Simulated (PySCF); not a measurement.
**How methods differ on the ionisation energy of Au(2+)**

Au(2+) [Xe] 4f14 5d9 [5d3/2^4 5d5/2^5, M_J = 5/2] → Au(3+) [Xe] 4f14 5d8 [5d3/2^4 5d5/2^4, M_J = 4], as a difference of total energies. Computed with PySCF 2.14 in x2c-QZVPPall-2c (16s16p12d7f2g, 191 functions), with the two-component X2C-1e Hamiltonian. Correlated levels: [Kr] 4d10 4f14 frozen; the 58 highest virtual spinors dropped. "Screened" scales the spin-orbit matrix elements by Boettger's factors to mimic the two-electron term; Breit and QED terms are absent.

| method | ionisation energy (eV) |
| --- | --- |
| GHF (spin-free) | 30.989 |
| GMP2 (spin-free) | 32.705 |
| GHF (screened spin-orbit) | 30.451 |
| GMP2 (screened spin-orbit) | 32.138 |

**Question.** How much does correlation contribute at GMP2 (screened spin-orbit)?

**Answer.** 32.138 − (30.451) = 1.687 eV, measured against GHF (screened spin-orbit).

The spin-free rows relax to the high-spin LS determinant and lack the spin-orbit shift.

The labels give the starting determinants; with spin-orbit coupling the two ends relaxed to ⟨J²⟩ = 8.83, ⟨L²⟩ = 6.22, ⟨S²⟩ = 0.94 and ⟨J²⟩ = 20.01, ⟨L²⟩ = 12.50, ⟨S²⟩ = 2.09.

For comparison: 30 ± 1.6 eV (theoretical estimate listed by NIST; NIST Atomic Spectra Database, ionization energies).
